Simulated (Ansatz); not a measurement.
`CC[SiH2]C` + `C[SiH](S)Cl` → `C[SiH2]S[SiH](C)Cl` + `CC`  (ligand exchange at the Si–C bond)

Isolated molecules relaxed with PBE0-D4/def2-TZVP in Ansatz; ΔE leaves out vibrations. CCSD(T)/CBS adds triple-zeta CCSD(T) − MP2 to the extrapolated MP2 energy (def2 sets, frozen cores). This one scheme is used for every species. DFT in def2-TZVPP. B3LYP here is the variant with VWN-RPA as its local correlation; programs differ in this. Each species was taken in one conformer, which may not be the lowest.

| level | ΔE (kJ/mol) | difference from CCSD(T)/CBS |
| --- | --- | --- |
| PBE-D4 | -82.7 | -0.6 |
| r2SCAN-D4 | -83.1 | -1.0 |
| B2PLYP | -78.2 | 3.9 |
| PBE | -77.0 | 5.1 |
| B3LYP | -73.9 | 8.2 |
| HF/def2-TZVPP | -76.3 | 5.8 |
| SCS-MP2/def2-TZVPP | -80.7 | 1.4 |
| CCSD/def2-TZVPP | -76.1 | 6.0 |
| HF/def2-QZVPP | -75.9 | 6.2 |
| SCS-MP2/def2-QZVPP | -82.8 | -0.7 |
| CCSD(T)/CBS | -82.1 | 0 |

Largest T1 diagnostic among the species: 0.010.

The D4 term adds −9.4 kJ/mol with B3LYP and −5.4 kJ/mol with PBE0; it sums over pairs of atoms, weighted by their polarisabilities, and B3LYP, whose exchange is more repulsive, gets the larger term.
